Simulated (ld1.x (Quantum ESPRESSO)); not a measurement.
# Logarithmic derivatives: lutetium (Lu), TM

| Item | Value |
| --- | --- |
| Element | Lu (Z = 71) |
| Generator | ld1.x (Quantum ESPRESSO) 7.5 |
| Type | norm-conserving Troullier–Martins (Kleinman–Bylander form) |
| Functional | LDA (PZ) |
| Relativity | scalar-relativistic |
| Frozen core | [Kr] 4d10 |
| Valence charge | 25 |
| Reference configuration | 4f14 5s2 5p6 5d1 6s0.5 6p0 (charge +1.5) |
| Partial waves | 5s (bound): rc 1.40 bohr; 5p (bound): rc 1.60 bohr; 5d (bound): rc 3.25 bohr; 4f (bound): rc 1.10 bohr |
| Local potential | all-electron potential smoothed inside 1.55 bohr (lloc = -1) |
| Core correction | none |

Occupied shells without a wave of their own: 6s. They enter only through the test configuration that unscreens the potential.

The phase is arctan(r·u′/u) with u = r·R(r), unwrapped; energies in Ry, scanned from -7 to 5 Ry. A pole is an energy at which the radial function vanishes at the test radius. The pseudo phase is shifted by a multiple of π to meet the all-electron one at the reference energy, and phase errors are pseudo minus all-electron; the curves can meet again beyond the range given. Levels narrower than the energy grid can be missing from the lists of poles. n/a: not evaluated, since a narrow level or a reset projector energy made the automatic matching unsafe.

| channel | radius (bohr) | reference energy (Ry) | poles, all-electron | poles, pseudo | unbroken range about the reference energy with phases within 0.05 rad | phase error 1 Ry above the reference energy (rad) |
| --- | --- | --- | --- | --- | --- | --- |
| s | 3.56 | -5.29 | -0.17, 4.58 | -0.20, 4.14 | below 1.2 | -0.000 |
| p | 3.56 | -3.12 | -3.10, 0.79 | -3.10, 0.76 | below 2.4 | -0.000 |
| d | 3.56 | -0.86 | -0.61, 2.60 | -0.61, 2.85 | below 0.4 | +0.013 |
| f | 3.56 | -1.51 | 1.56 | 1.61 | n/a | n/a |

Phases in the f channel:

| E (Ry) | all-electron | pseudo |
| --- | --- | --- |
| -7.00 | 1.463 | 1.463 |
| -6.74 | 1.461 | 1.461 |
| -6.48 | 1.459 | 1.459 |
| -6.22 | 1.456 | 1.456 |
| -5.96 | 1.454 | 1.454 |
| -5.70 | 1.451 | 1.451 |
| -5.44 | 1.448 | 1.448 |
| -5.18 | 1.445 | 1.445 |
| -4.92 | 1.442 | 1.442 |
| -4.66 | 1.438 | 1.438 |
| -4.40 | 1.434 | 1.434 |
| -4.14 | 1.430 | 1.430 |
| -3.88 | 1.425 | 1.425 |
| -3.62 | 1.420 | 1.420 |
| -3.36 | 1.414 | 1.414 |
| -3.10 | 1.407 | 1.407 |
| -2.84 | 1.399 | 1.399 |
| -2.58 | 1.391 | 1.391 |
| -2.32 | 1.380 | 1.380 |
| -2.06 | 1.367 | 1.367 |
| -1.80 | 1.351 | 1.351 |
| -1.54 | 1.302 | 1.302 |
| -1.28 | -1.823 | -1.823 |
| -1.02 | -1.856 | -1.855 |
| -0.76 | -1.900 | -1.899 |
| -0.50 | -1.967 | -1.966 |
| -0.24 | -2.083 | -2.081 |
| 0.02 | -2.334 | -2.327 |
| 0.28 | -3.014 | -2.984 |
| 0.54 | -3.975 | -3.946 |
| 0.80 | -4.386 | -4.370 |
| 1.06 | -4.556 | -4.545 |
| 1.32 | -4.651 | -4.641 |
| 1.58 | -4.716 | -4.706 |
| 1.84 | -4.771 | -4.759 |
| 2.10 | -4.825 | -4.809 |
| 2.36 | -4.891 | -4.865 |
| 2.62 | -4.989 | -4.942 |
| 2.88 | -5.189 | -5.074 |
| 3.14 | -5.814 | -5.391 |
| 3.40 | -7.034 | -6.393 |
| 3.66 | -7.475 | -7.272 |
| 3.92 | -7.630 | -7.542 |
| 4.18 | -7.708 | -7.656 |
| 4.44 | -7.757 | -7.720 |
| 4.70 | -7.792 | -7.762 |
| 4.96 | -7.819 | -7.793 |
